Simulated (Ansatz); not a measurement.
CH4ClFOSi can be A, `OC(F)([SiH3])Cl`, or B, `O[SiH](F)CCl`.

Gas-phase electronic energies from Ansatz, PBE0-D4/def2-TZVP geometries. CBS: MP2 limit from def2 TZ/QZ plus the TZ coupled-cluster correction, frozen cores. DFT in def2-TZVPP. B3LYP here is the variant with VWN-RPA as its local correlation; programs differ in this. Each species was taken in one conformer, which may not be the lowest.

A:

```xyz
9

O    -1.599   -0.087    0.359
C    -0.275   -0.017    0.620
F    -0.019    1.013    1.487
Si    0.741    0.179   -0.998
Cl    0.297   -1.514    1.477
H    -2.084   -0.257    1.179
H     2.165    0.278   -0.609
H     0.286    1.417   -1.676
H     0.488   -1.013   -1.838
```

B:

Z-matrix (Å, degrees):
```
Si
F 1 1.594
C 1 1.874 2 106.7
O 1 1.624 2 111.4 3 -121.0
H 1 1.475 2 107.9 3 121.2
Cl 3 1.791 1 108.8 2 -74.6
H 3 1.091 1 111.8 2 167.0
H 3 1.090 1 112.5 2 44.4
H 4 0.961 1 116.8 2 76.6
```

Task: Which isomer does CCSD(T)/CBS put lower? Give the gap. (Estimate.)

Result: The calculation gave: B, by 93.1 kcal/mol.

Task: Give E(B) − E(A) in kcal/mol with LDA (SPW92), CCSD/def2-TZVPP, B3LYP, CCSD(T)/def2-SVP, BLYP-D4, CCSD(T)/def2-TZVPP, PBE0-D4. (Best estimate.)

Result: Computed: LDA (SPW92) -81.2, CCSD/def2-TZVPP -92.7, B3LYP -88.8, CCSD(T)/def2-SVP -77.2, BLYP-D4 -85.2, CCSD(T)/def2-TZVPP -91.3, PBE0-D4 -86.9. None reverses the order clearly.

Task: Does the order hold for the free energy at 298.15 K (harmonic terms from PBE0-D4)? (An estimate is asked.)

Result: Ansatz gave: Yes: G(B) − G(A) = -90.0 kcal/mol, for one conformer each.

Largest T1 diagnostic: 0.012.

Leaving LDA and LC-ωPBE aside and taking each functional with its dispersion term where it has one, the values, not all of them listed here, spread over 10.6 kcal/mol, from BHLYP-D4 to revPBE-D4. LDA lies +1.5 kcal/mol from PBE without D4. From BLYP to BHLYP (50 % exact exchange), in def2-TZVPP and without D4, E(B) − E(A) moves by −7.4 kcal/mol.
